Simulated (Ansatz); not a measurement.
Ansatz (a program for electronic structure) input for B3H5N3, SMILES B1N[B]NBN1 (connectivity only; charge and spin as stated), charge +1, multiplicity 1, PBE0/def2-SVPD. Geometry optimised at B3LYP-D3(BJ)/def2-SVP. The spin state was assumed, not searched. The isomer is the one that the SMILES or the coordinates give; other isomers of the formula were not compared.

Ansatz 0.2 input:
```yaml
crystal:
  periodic: [false, false, false]
  atoms:
    - {symbol: B, position_ang: [0.00000000, -0.00000000, 1.21115520]}
    - {symbol: N, position_ang: [0.00000000, -1.28479757, 0.83223578]}
    - {symbol: B, position_ang: [0.00000000, -1.28088197, -0.66241516]}
    - {symbol: N, position_ang: [0.00000000, 0.00000000, -1.28812961]}
    - {symbol: B, position_ang: [0.00000000, 1.28088198, -0.66241516]}
    - {symbol: N, position_ang: [0.00000000, 1.28479757, 0.83223578]}
    - {symbol: H, position_ang: [0.00000000, -2.15560035, 1.35595543]}
    - {symbol: H, position_ang: [0.00000000, -2.32726232, -1.23542499]}
    - {symbol: H, position_ang: [0.00000000, 0.00000000, -2.30707899]}
    - {symbol: H, position_ang: [0.00000000, 2.32726232, -1.23542498]}
    - {symbol: H, position_ang: [0.00000000, 2.15560034, 1.35595544]}
basis:
  gaussian:
    orbitals: def2-SVPD
hamiltonian:
  xc: {name: PBE0}
total_charge: 1
```

It prints:

```
WARN ansatz: RAYON_NUM_THREADS=1 ignored (pool sized by the plan → 1); use --threads N
Functional definition: PBE0
integrals: 0.08 GiB planned
1322 factors; their error is unknown
mean field: 0.77 GiB planned
mean field evaluation 1: about -6548.5979 eV, gradient 9.3e1 eV
mean field evaluation 2: about -6532.6662 eV, gradient 1.2e2 eV
mean field evaluation 4: about -6565.6784 eV, gradient 4.3e0 eV
mean field evaluation 8: about -6565.7138 eV, gradient 2.1e-1 eV
mean field evaluation 16: about -6565.7139 eV, gradient 3.2e-5 eV
mean field -6565.71390185 eV, -241.2855354924 hartree, gradient 3.2e-5 eV, S^2 0.000000; 0 other end points of the search recorded, 0 dependent functions left out
reference -6565.71393847 eV, -241.2855368379 hartree; 20, 20 occupied and 140, 140 virtual orbitals, 1322 factors
Total energy: -6565.71393847 eV, -241.2855368379 hartree
```

The run converged.

Cost: about 5 core-seconds (a rough figure).
